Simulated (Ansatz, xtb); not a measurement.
# Two isomers of C4H3FO2Se

Structure I: `O=C1C[Se]C(F)=CO1`, a singlet. Structure II: `O=C1C=C(F)[Se]CO1`, a singlet. Both are isolated molecules in the gas phase, relaxed with B3LYP-D3(BJ)/def2-SVP.

Quicker runs give these differences E(II) − E(I): GFN2-xTB −0.3 kcal/mol; HF/STO-3G −0.8 kcal/mol (at GFN2-xTB geometries); r2SCAN-D4/def2-SVP −6.0 kcal/mol (at GFN2-xTB geometries).

Problem. Estimate E(II) − E(I) at the level CCSD(T)/def2-SVP + ΔMP2/def2-TZVPP.

Solution. Calculated at CCSD(T)/def2-SVP + ΔMP2/def2-TZVPP: E(II) − E(I) = −4.6 kcal/mol, so structure II lies lower.

Level by level:

```
                             level               geometry  E(II) − E(I) (kcal/mol)  departure from the last row (kcal/mol)  job, with rough time for the two
                          GFN2-xTB               GFN2-xTB                      −0.3                                    +4.3              optimisation, 0.34 s
                         HF/STO-3G               GFN2-xTB                      −0.8                                    +3.8               single point, 0.5 s
                r2SCAN-D4/def2-SVP               GFN2-xTB                      −6.0                                    −1.4               single point, 2.5 s
             B3LYP-D3(BJ)/def2-SVP  B3LYP-D3(BJ)/def2-SVP                      −4.6                                     0.0                optimisation, 39 s
                       HF/def2-SVP  B3LYP-D3(BJ)/def2-SVP                      −3.6                                    +1.0           part of the CCSD(T) run
                      MP2/def2-SVP  B3LYP-D3(BJ)/def2-SVP                      −4.0                                    +0.6           part of the CCSD(T) run
                  CCSD(T)/def2-SVP  B3LYP-D3(BJ)/def2-SVP                      −3.4                                    +1.2                      single point
CCSD(T)/def2-SVP + ΔMP2/def2-TZVPP  B3LYP-D3(BJ)/def2-SVP                      −4.6                                                        single point, 68 s
```

As drawn, both hold the same kinds of bond in the same numbers.

GFN2-xTB finds them nearly level. The largest departure from CCSD(T)/def2-SVP + ΔMP2/def2-TZVPP is that of GFN2-xTB, 4.3 kcal/mol. The last row adds to CCSD(T) the change of the MP2 difference between the two basis sets, here −1.2 kcal/mol.

With thermal terms from frequencies at re-optimised GFN2-xTB minima (ideal gas, soft modes damped towards free rotors, one conformer each, 298.15 K, 1 atm): on the last row, ΔE + ΔZPE = −4.5, ΔH = −4.5, ΔG = −4.4 kcal/mol.

The correlated steps freeze 16 core orbitals; the filled d shell of Se is correlated, in a basis made for valence electrons. Codes used: Ansatz 0.2.0, xtb 6.7.1; the last row on 4 threads of Intel(R) Xeon(R) Platinum 8488C (Sapphire Rapids) on a shared host.
